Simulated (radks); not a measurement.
Values are calculated unless marked as measured or tabulated.
Question: Radial electron density D(r) = 4 pi r^2 rho(r) of an atom or ion with 24 electrons. Code: a radial shooting solver on a logarithmic mesh with Libxc functionals. Model: scalar-relativistic Kohn-Sham, SCAN, spin-polarised, spherical densities, finite nucleus; meta-GGA in the generalised Kohn-Sham scheme; Fermi nuclear charge, rms radius of each element as measured or else 0.836 A^(1/3) + 0.57 fm.

r (bohr)  D(r) (e/bohr)   spin D(r)
0.00186          0.5970  -0.0000429
0.002422         0.9719  -0.0000698
0.003154          1.568   -0.000113
0.004074          2.464   -0.000177
0.005305          3.869   -0.000277
0.006908          5.955   -0.000426
0.008995          8.930   -0.000638
0.01171           12.95   -0.000922
0.01525           17.97    -0.00128
0.0197            23.40    -0.00166
0.02565           28.64    -0.00206
0.0334            32.09    -0.00237
0.04349           32.43    -0.00254
0.05664           29.68    -0.00222
0.07375           26.29    0.000585
0.09526           26.08      0.0135
0.124             30.68      0.0626
0.1615            36.11       0.210
0.2103            34.90       0.565
0.2739            25.38        1.25
0.3566            16.02        2.33
0.4606            14.83        3.51
0.5998            18.07        4.28
0.781             16.96        4.04
1.017             10.68        2.90
1.324             4.600        1.57
1.711             1.471       0.640
2.228            0.3279       0.165
2.9             0.04775      0.0236
3.777          0.003658     0.00150
4.918         0.0001139   0.0000302

What is the nuclear charge?

Answer: Z = 27. The innermost maximum, from 1s, lies near gamma/Z bohr with gamma = sqrt(1 - (Z/c)^2) = 0.980, here 0.0363 bohr (found: 0.0392), and its height grows with Z. The density is that of the cobalt ion Co3+ in [Ar] 3d6; the configuration itself is not fixed sharply by these data, and Z only to about a unit. D(r) has 3 maxima, at r = 0.0392, 0.179, 0.655 bohr, and minima at 0.0852, 0.418 bohr, inside which lie 2.11, 10.72 electrons.
